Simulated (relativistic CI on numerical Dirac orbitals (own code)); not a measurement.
Sensitivity of the levels of I XVII to α and to the nuclear radius

Computed by Dirac-Coulomb-Breit CI, KLI orbitals optimised for each configuration, derivatives by finite differences, unscaled Slater integrals, QED left out (own radial code, finite nucleus).

Configurations in the expansion (outside the closed core [Ar] 3d10): 4s2 4p6 4d, 4s2 4p5 4d2, 4s2 4p6 4f, 4s 4p6 4d2, 4s2 4p5 4d 4f, 4s2 4p6 5s. Double excitations out of closed p, d and f shells are left out; levels of such configurations are missing from the list, as are those of other unlisted configurations, and high levels can miss mixing partners.

With x = (α/α₀)² − 1 an excitation energy changes as ω = ω₀ + qx; K = 2q/ω₀ is the relative enhancement. Terms are leading LS components, so labels can repeat. The field-shift factor is F = δν/δ⟨r²⟩ for the transition from the lowest level.

Lowest level 4s2 4p6 4d 2D_3/2.

```
               Level  ω₀ (cm⁻¹)  q (cm⁻¹)       K  F (GHz/fm²)
   4s2 4p6 4d 2D_5/2      19894     19770    1.99        0.219
 4s2 4p5 4d2 4D°_1/2     611575     18160  0.0594         2.05
 4s2 4p5 4d2 4D°_3/2     615859     19110  0.0621         2.09
 4s2 4p5 4d2 4D°_5/2     625721     27410  0.0876         2.21
 4s2 4p5 4d2 4D°_7/2     638495     33760   0.106          2.3
 4s2 4p5 4d2 2F°_5/2     641899     17650   0.055         2.26
 4s2 4p5 4d2 4G°_7/2     646612     22700  0.0702         2.07
 4s2 4p5 4d2 4G°_9/2     648704     30510  0.0941         2.38
4s2 4p5 4d2 4G°_11/2     654490     39850   0.122         2.53
 4s2 4p5 4d2 4P°_5/2     656149     34210   0.104         2.34
 4s2 4p5 4d2 2D°_3/2     658631     28240  0.0857         2.27
 4s2 4p5 4d2 4P°_3/2     661524     28420  0.0859            2
 4s2 4p5 4d2 2G°_7/2     673170     28790  0.0855         2.39
 4s2 4p5 4d2 4P°_1/2     674550     39160   0.116         2.08
 4s2 4p5 4d2 2D°_5/2     679418     45590   0.134         2.57
 4s2 4p5 4d2 4F°_9/2     683509     45210   0.132         2.53
 4s2 4p5 4d2 2F°_7/2     683883     38530   0.113         2.65
 4s2 4p5 4d2 2F°_5/2     686912     46290   0.135         2.15
4s2 4p5 4d2 2H°_11/2     689695     36330   0.105          2.6
 4s2 4p5 4d2 4D°_7/2     691308     39880   0.115          2.4
 4s2 4p5 4d2 4F°_3/2     692952     44080   0.127         1.97
 4s2 4p5 4d2 2P°_1/2     702114     55430   0.158         2.37
 4s2 4p5 4d2 4D°_5/2     707106     44130   0.125         2.07
```

At this charge energies of transitions that change n are usually good to better than 1 %, and those within a shell (Δn = 0) to a few per cent.
